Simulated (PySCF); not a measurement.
Job file and geometry (Å, from GFN2-xTB) of an NMR shielding run on `[SiH3]/C=C(/[SiH3])O[SiH2]S[SiH3]`, C2H12OSSi4, GIAO PBE0/pcSseg-1 NMR shielding, non-relativistic, gas phase in PySCF 2.14.0, density-fitted response routines; density fitting, a coarse starting grid and PySCF grid level 2 are the driver's defaults:

```
$ OMP_NUM_THREADS=1 python probes_run.py task.json out

{"job": {"kind": "nmr", "xc": "PBE0", "basis": "pcSseg-1"}, "charge": 0, "multiplicity": 1}
Si    -2.610877     2.069417    -0.270002
C     -2.571780     0.191269    -0.196611
C     -1.471363    -0.483680    -0.534197
Si    -1.280745    -2.363932    -0.467628
O     -0.410108     0.259331    -0.978581
Si     1.186150     0.123185    -0.936278
S      1.844852    -0.005302     1.102986
Si     3.963804     0.238895     0.917789
H     -2.392542     2.524175    -1.646586
H     -3.938515     2.502008     0.180382
H     -1.583735     2.629495     0.609889
H     -3.427297    -0.375051     0.136168
H     -0.227354    -2.723708     0.481565
H     -2.573140    -2.908764    -0.056090
H     -0.922874    -2.841165    -1.808381
H      1.579673     1.384968    -1.533479
H      1.683166    -1.069189    -1.616874
H      4.227758     1.493720     0.224101
H      4.501454    -0.879061     0.150629
H      4.418322     0.244067     2.296150
```

Q: What does the program print?

A: 
```
coarse grid: 18824 points
cycle   1  E = -1713.8149514701  dE =  5.962e-01  |g| = 6.654e-01  |ddm| = 4.110e+00
cycle   2  E = -1713.7090154458  dE =  1.059e-01  |g| = 9.940e-01  |ddm| = 1.475e+00
cycle   3  E = -1713.9021706825  dE = -1.932e-01  |g| = 1.051e-01  |ddm| = 9.785e-01
cycle   4  E = -1713.9036203288  dE = -1.450e-03  |g| = 5.703e-02  |ddm| = 1.461e-01
cycle   5  E = -1713.9043675874  dE = -7.473e-04  |g| = 1.719e-02  |ddm| = 6.942e-02
cycle   6  E = -1713.9044371086  dE = -6.952e-05  |g| = 5.401e-03  |ddm| = 1.981e-02
cycle   7  E = -1713.9044443433  dE = -7.235e-06  |g| = 8.486e-04  |ddm| = 6.848e-03
final grid: 157544 points
cycle   8  E = -1713.9612691046  dE = -1.704e-05  |g| = 9.798e-03  |ddm| = 2.682e-02
cycle   9  E = -1713.9612469757  dE =  2.213e-05  |g| = 1.462e-02  |ddm| = 1.804e-02
cycle  10  E = -1713.9612866320  dE = -3.966e-05  |g| = 1.604e-03  |ddm| = 1.142e-02
cycle  11  E = -1713.9612872043  dE = -5.722e-07  |g| = 3.514e-04  |ddm| = 1.917e-03
cycle  12  E = -1713.9612872320  dE = -2.775e-08  |g| = 1.123e-04  |ddm| = 3.641e-04
cycle  13  E = -1713.9612872351  dE = -3.054e-09  |g| = 3.182e-05  |ddm| = 1.341e-04
cycle  14  E = -1713.9612872354  dE = -2.715e-10  |g| = 5.197e-06  |ddm| = 4.142e-05
converged SCF energy = -1713.9612872354

GIAO shielding tensors (ppm)
atom      isotropic    diamagn.    paramagn.     s11        s22        s33       span
  0 Si     440.159     880.466    -440.307    425.486    429.116    465.876     40.390
  1 C       58.408     261.847    -203.439    -67.536     90.222    152.538    220.074
  2 C       14.288     256.918    -242.629   -114.349     53.049    104.164    218.512
  3 Si     429.229     881.561    -452.331    394.532    429.942    463.213     68.681
  4 O      187.522     402.588    -215.066     77.719    178.560    306.289    228.570
  5 Si     368.898     883.055    -514.157    336.886    364.491    405.318     68.432
  6 S      788.312    1064.185    -275.873    704.712    791.904    868.321    163.610
  7 Si     415.924     880.082    -464.158    378.617    411.628    457.528     78.911
  8 H       27.398      29.261      -1.864     23.980     26.136     32.077      8.097
  9 H       27.867      28.595      -0.728     24.416     25.837     33.349      8.933
 10 H       27.391      30.471      -3.080     23.312     27.519     31.342      8.030
 11 H       25.822      32.225      -6.403     23.524     24.316     29.627      6.103
 12 H       27.114      30.631      -3.517     22.822     27.927     30.594      7.772
 13 H       27.659      29.597      -1.938     23.969     26.479     32.530      8.561
 14 H       27.310      29.508      -2.198     24.092     25.865     31.973      7.881
 15 H       26.241      31.926      -5.684     21.859     25.588     31.277      9.418
 16 H       25.801      31.882      -6.081     22.027     24.936     30.439      8.412
 17 H       27.164      28.814      -1.650     22.987     25.438     33.067     10.081
 18 H       27.181      28.695      -1.515     22.877     25.422     33.243     10.366
 19 H       27.117      28.775      -1.658     23.210     24.793     33.347     10.137
```

Q: Turn these shieldings into chemical shifts. Shifts are taken against calculated references (same method and geometry level): 29Si (σref 349.16), 13C (σref 186.93), 1H (σref 31.72) vs TMS; H2O for 17O (σref 336.08); CS2 for 33S (σref 503.73).

A: Averaging equivalent atoms: Si 5: -19.7; Si 7: -66.8; Si 3: -80.1; Si 0: -91.0; C 2: 172.6; C 1: 128.5; O 4: 148.6; S 6: -285; H 11: 5.89; H 15/16: 5.70; H 17/18/19: 4.56; H 12/13/14: 4.36; H 8/9/10: 4.17 ppm. Experimental scales use liquid or dissolved standards, which lie at an offset from isolated H2O (liquid H2O: subtract about 36 ppm).

Size and cost of the density-fitted run: 231 basis functions, 2.1 min wall time on 1 thread of an Arm Neoverse N1, shared host; peak memory 1.1 GiB.
